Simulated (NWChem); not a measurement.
Molecule: CH3ClGeO2; SMILES O=[CH][Ge@@H]([OH])[Cl]

```xyz
8

O      0.5016    -2.2762     0.6006
C      0.7471    -1.5184    -0.3009
Ge    -0.3941     0.1241    -0.4036
O     -1.5710    -0.1738     0.8706
Cl     0.9194     1.7691     0.1021
H      1.5967    -1.7091    -1.0063
H     -1.1219     0.4880    -1.6992
H     -1.2433    -0.8986     1.4247
```
Atoms are numbered in this order, from 1.

Level: PBE0/def2-SVP (NWChem), optimised geometry, unscaled harmonic frequencies. 

```json
[
 {"frequency (cm⁻¹)": "76", "IR intensity (km/mol)": "4.5"},
 {"frequency (cm⁻¹)": "136", "IR intensity (km/mol)": "19.1"},
 {"frequency (cm⁻¹)": "159", "IR intensity (km/mol)": "3.2"},
 {"frequency (cm⁻¹)": "209", "IR intensity (km/mol)": "7.2"},
 {"frequency (cm⁻¹)": "351", "IR intensity (km/mol)": "18.4"},
 {"frequency (cm⁻¹)": "393", "IR intensity (km/mol)": "23.1"},
 {"frequency (cm⁻¹)": "435", "IR intensity (km/mol)": "142.8"},
 {"frequency (cm⁻¹)": "590", "IR intensity (km/mol)": "61.4"},
 {"frequency (cm⁻¹)": "671", "IR intensity (km/mol)": "15.9"},
 {"frequency (cm⁻¹)": "737", "IR intensity (km/mol)": "85.9"},
 {"frequency (cm⁻¹)": "755", "IR intensity (km/mol)": "12.5"},
 {"frequency (cm⁻¹)": "875", "IR intensity (km/mol)": "35.2"},
 {"frequency (cm⁻¹)": "982", "IR intensity (km/mol)": "162.0"},
 {"frequency (cm⁻¹)": "1362", "IR intensity (km/mol)": "25.9"},
 {"frequency (cm⁻¹)": "1827", "IR intensity (km/mol)": "149.3"},
 {"frequency (cm⁻¹)": "2201", "IR intensity (km/mol)": "89.1"},
 {"frequency (cm⁻¹)": "2920", "IR intensity (km/mol)": "99.4"},
 {"frequency (cm⁻¹)": "3816", "IR intensity (km/mol)": "89.4"}
]
```

The zero-point energy is 26.4 kcal/mol, the thermal correction to the enthalpy at 298.15 K (with zero-point energy) is 31.4 kcal/mol and the heat capacity Cv is 22.5 cal/(mol K). The entropy at 298.15 K and 1 atm (symmetry number 1) is 84.8 cal/(mol K) and the dipole moment comes out as 2.39 D.

Rigid rotor and harmonic oscillator; modes under 100 cm⁻¹ make the entropy uncertain.
